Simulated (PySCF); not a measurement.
CuCl₃ (triplet). Computed with UPBE0/[Cu def2-TZVP, Cl def2-TZVP], no relativity, density fitting, PySCF.

Harmonic bands of its minimum:

```
ω (cm⁻¹)  IR (km/mol)
      32          3.0
     104          5.9
     193          0.3
     240          2.3
     321          1.8
     447         48.6
```

Q: The central atom is Cu. Infer the point group and assign the bands.

A: Cs. The modes span 5a' + a'': 32 a', 104 a'', 193 a', 240 a', 321 a', 447 a'. The computed geometry has Cu–Cl 2.077 Å, Cu–Cl 2.225 Å, Cu–Cl 2.230 Å; Cl–Cu–Cl 71.9°, Cl–Cu–Cl 133.8°, Cl–Cu–Cl 154.3°.

Only a few start shapes were tried, so a lower isomer may exist. Other spin states or occupations of the open shell can lie lower.
